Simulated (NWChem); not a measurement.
The numbers come from NWChem runs, not from measurements. System: CNO, charge 0, spin multiplicity 2, at a geometry optimised with UB3LYP/def2-SVP. The structure started from a generated list of species. Its SCF solution wasn't tested for a lower state. Level: UCAM-B3LYP/def2-TZVP.

The NWChem input:

```
start mol
memory heap 200 mb stack 900 mb global 1100 mb
geometry units angstroms nocenter noautoz
  O      0.000000     0.000000     1.139506
  C      0.000000     0.000000    -0.040871
  N      0.000000     0.000000    -1.267260
  symmetry group C2v
end
basis spherical
  * library def2-tzvp
end
dft
  xc xcamb88 1.00 lyp 0.81 vwn_5 0.19 hfexch 1.00
  cam 0.33 cam_alpha 0.19 cam_beta 0.46
  odft
  mult 2
  direct
  iterations 100
end
task dft energy
```

NWChem printed:

```
             Northwest Computational Chemistry Package (NWChem) 7.3.0
             --------------------------------------------------------

                                NWChem Input Module
                                -------------------

 Scaling coordinates for geometry "geometry" by  1.889725989
 (inverse scale =  0.529177249)

 Turning off AUTOSYM since
 SYMMETRY directive was detected!

                             Geometry "geometry" -> ""
                             -------------------------

 Output coordinates in angstroms (scale by  1.889725989 to convert to a.u.)

  No.       Tag          Charge          X              Y              Z
 ---- ---------------- ---------- -------------- -------------- --------------
    1 O                    8.0000     0.00000000     0.00000000     1.13950600
    2 C                    6.0000     0.00000000     0.00000000    -0.04087100
    3 N                    7.0000     0.00000000     0.00000000    -1.26726000

 Effective nuclear repulsion energy (a.u.)      51.9544075690

            Nuclear Dipole moment (a.u.)
            ----------------------------
        X                 Y               Z
 ---------------- ---------------- ----------------
     0.0000000000     0.0000000000     0.0000037795

      Symmetry information
      --------------------

 Group name             C2v
 Group number             16
 Group order               4
 No. of unique centers     3

      Symmetry unique atoms

     1    2    3


 Summary of "ao basis" -> "" (spherical)
 ------------------------------------------------------------------------------
       Tag                 Description            Shells   Functions and Types
 ---------------- ------------------------------  ------  ---------------------
 *                         def2-tzvp                  on all atoms

                                 NWChem DFT Module
                                 -----------------

 Summary of "ao basis" -> "ao basis" (spherical)
 ------------------------------------------------------------------------------
       Tag                 Description            Shells   Functions and Types
 ---------------- ------------------------------  ------  ---------------------
 O                         def2-tzvp                11       31   5s3p2d1f
 C                         def2-tzvp                11       31   5s3p2d1f
 N                         def2-tzvp                11       31   5s3p2d1f

 Summary of "ao basis" -> "ao basis" (spherical)
 ------------------------------------------------------------------------------
       Tag                 Description            Shells   Functions and Types
 ---------------- ------------------------------  ------  ---------------------
 O                         def2-tzvp                11       31   5s3p2d1f
 C                         def2-tzvp                11       31   5s3p2d1f
 N                         def2-tzvp                11       31   5s3p2d1f

      Symmetry analysis of basis
      --------------------------

        a1         42
        a2          9
        b1         21
        b2         21

  int_init: cando_txs set to always be  F

            General Information
            -------------------
          SCF calculation type: DFT
          Wavefunction type:  spin polarized.
          No. of atoms     :     3
          No. of electrons :    21
           Alpha electrons :    11
            Beta electrons :    10
          Charge           :     0
          Spin multiplicity:     2
[...]
    39      0.192262  2 C  pz                76     -0.148539  3 N  pz
    64     -0.138001  3 N  s                 42      0.135642  2 C  pz

 Vector   10  Occ=1.000000D+00  E=-3.876182D-01  Symmetry=b2
              MO Center= -1.8D-16,  6.6D-15, -3.8D-01, r^2= 1.9D+00
   Bfn.  Coefficient  Atom+Function         Bfn.  Coefficient  Atom+Function
  ----- ------------  ---------------      ----- ------------  ---------------
    69      0.351510  3 N  py                 7     -0.296572  1 O  py
    72      0.283541  3 N  py                10     -0.242775  1 O  py
    75      0.207357  3 N  py                13     -0.191429  1 O  py
    38      0.131803  2 C  py                41      0.121750  2 C  py
    52     -0.054322  2 C  d -1              44      0.050859  2 C  py

 Vector   11  Occ=0.000000D+00  E=-1.728053D-01  Symmetry=b1
              MO Center=  4.2D-15, -2.4D-16, -3.7D-01, r^2= 1.9D+00
   Bfn.  Coefficient  Atom+Function         Bfn.  Coefficient  Atom+Function
  ----- ------------  ---------------      ----- ------------  ---------------
    68      0.320362  3 N  px                 6     -0.285245  1 O  px
    71      0.258007  3 N  px                74      0.240775  3 N  px
     9     -0.235402  1 O  px                12     -0.232762  1 O  px
    37      0.157209  2 C  px                40      0.145502  2 C  px
    43      0.089485  2 C  px                54      0.043411  2 C  d  1

 Vector   12  Occ=0.000000D+00  E= 7.021913D-02  Symmetry=a1
              MO Center= -3.1D-15,  2.4D-17,  7.1D-02, r^2= 3.9D+00
   Bfn.  Coefficient  Atom+Function         Bfn.  Coefficient  Atom+Function
  ----- ------------  ---------------      ----- ------------  ---------------
    36      3.157549  2 C  s                 67     -1.706510  3 N  s
     5     -1.394529  1 O  s                 35      1.027655  2 C  s
    76     -0.735692  3 N  pz                14      0.573062  1 O  pz
    66     -0.487086  3 N  s                  4     -0.330510  1 O  s
    53      0.330772  2 C  d  0              73     -0.285283  3 N  pz

 Vector   13  Occ=0.000000D+00  E= 8.700379D-02  Symmetry=b2
              MO Center= -1.9D-16, -1.5D-15, -2.7D-01, r^2= 1.9D+00
   Bfn.  Coefficient  Atom+Function         Bfn.  Coefficient  Atom+Function
  ----- ------------  ---------------      ----- ------------  ---------------
    44      0.630651  2 C  py                75     -0.534507  3 N  py
    41      0.452965  2 C  py                38      0.390386  2 C  py
    13     -0.376397  1 O  py                69     -0.297599  3 N  py
     7     -0.245323  1 O  py                72     -0.243385  3 N  py
    10     -0.203912  1 O  py

   alpha - beta orbital overlaps
   -----------------------------

   alpha      1      2      3      4      5      6      7      8      9     10
    beta      1      2      3      4      5      6      8      7      9     11
 overlap   1.000  1.000  1.000  1.000  0.999  0.999  0.990  1.000  0.999  0.990

   alpha     11     12     13     14     15     16     17     18     19     20
    beta     10     14     12     13     15     16     17     18     19     22
 overlap   1.000  0.984  1.000  0.999  1.000  0.998  1.000  0.998  0.999  0.995

   alpha     21     22     23     24     25     26     27     28     29     30
    beta     20     21     24     23     26     25     27     28     29     31
 overlap   1.000  1.000  0.998  1.000  0.953  1.000  0.953  0.999  0.998  1.000

   alpha     31     32     33     34     35     36     37     38     39     40
    beta     30     32     33     34     36     35     37     39     38     41
 overlap   1.000  1.000  0.997  0.998  0.999  1.000  1.000  0.986  1.000  1.000

   alpha     41     42     43     44     45     46     47     48     49     50
    beta     40     42     44     43     45     46     48     47     49     51
 overlap   1.000  0.986  0.999  1.000  1.000  1.000  0.999  1.000  1.000  1.000

   alpha     51     52     53     54     55     56     57     58     59     60
    beta     50     53     52     55     54     56     57     58     60     59
 overlap   1.000  0.999  1.000  0.999  0.999  0.999  0.999  1.000  1.000  1.000

   alpha     61     62     63     64     65     66     67     68     69     70
    beta     61     62     63     64     66     65     67     68     69     72
 overlap   1.000  1.000  1.000  1.000  1.000  1.000  0.910  0.997  0.905  0.929

   alpha     71     72     73     74     75     76     77     78     79     80
    beta     71     70     74     73     76     75     78     77     79     80
 overlap   0.997  0.935  1.000  1.000  1.000  1.000  1.000  1.000  0.999  1.000

   alpha     81     82     83     84     85     86     87     88     89     90
    beta     81     82     84     83     86     85     88     87     89     90
 overlap   0.988  0.989  1.000  1.000  1.000  1.000  1.000  1.000  1.000  1.000

   alpha     91     92     93
    beta     91     92     93
 overlap   1.000  1.000  1.000

     --------------------------
     Expectation value of S2:
     --------------------------
      <S2> =      0.7671 (Exact =     0.7500)

 center of mass
 --------------
 x =   0.00000000 y =   0.00000000 z =  -0.00043585

 moments of inertia (a.u.)
 ------------------
         154.545727105782           0.000000000000           0.000000000000
           0.000000000000         154.545727105782           0.000000000000
           0.000000000000           0.000000000000           0.000000000000

     Multipole analysis of the density
     ---------------------------------

     L   x y z        total         alpha         beta         nuclear
     -   - - -        -----         -----         ----         -------
     0   0 0 0     -0.000000    -11.000000    -10.000000     21.000000

     1   1 0 0     -0.000000     -0.000000     -0.000000      0.000000
     1   0 1 0     -0.000000     -0.000000     -0.000000      0.000000
     1   0 0 1      0.270041      0.619759     -0.349722      0.000004

     2   2 0 0    -10.950937     -6.145075     -4.805861      0.000000
     2   1 1 0     -0.000000     -0.000000      0.000000      0.000000
     2   1 0 1     -0.000000     -0.000000      0.000000      0.000000
     2   0 2 0    -11.935431     -6.131197     -5.804234      0.000000
     2   0 1 1      0.000000      0.000000      0.000000      0.000000
     2   0 0 2    -15.145928    -49.080415    -43.341378     77.275865

 Task  times  cpu:       25.6s     wall:       25.6s

 Total times  cpu:       25.6s     wall:       25.6s
```
